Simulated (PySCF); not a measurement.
B(CCH)(F)2 (C2HBF2), SMILES C#CB(F)F. Atoms are numbered in the order given.

```xyz
6

B      0.0000     0.0000     0.4772
C      0.0000     0.0000    -1.0494
C      0.0000     0.0000    -2.2644
H      0.0000     0.0000    -3.3405
F      0.0000    -1.1264     1.1576
F      0.0000     1.1264     1.1576
```
Charge 0, spin multiplicity 1.

Coordinates come from a PBE0-D3(BJ)/def2-SVP optimisation.

Level of theory: CAM-B3LYP/def2-TZVPD (PySCF).

Isolated molecule, no solvent.

```json
{
  "total_energy": "-301.44052 hartree",
  "point_group": "C2v",
  "highest_occupied_level": "-10.27 eV",
  "lowest_empty_level": "-0.45 eV",
  "orbital_gap": "9.82 eV",
  "dipole_moment": "1.98 D",
  "quadrupole, principal values (traceless, Buckingham form, about the centre of nuclear charge)": "-6.46, -0.55, 7.01 D·Å",
  "mean_static_polarisability": "36.3 bohr³ (5.38 Å³)",
  "polarisability_principal_values": "26.6, 30.6, 51.7 bohr³"
}
```
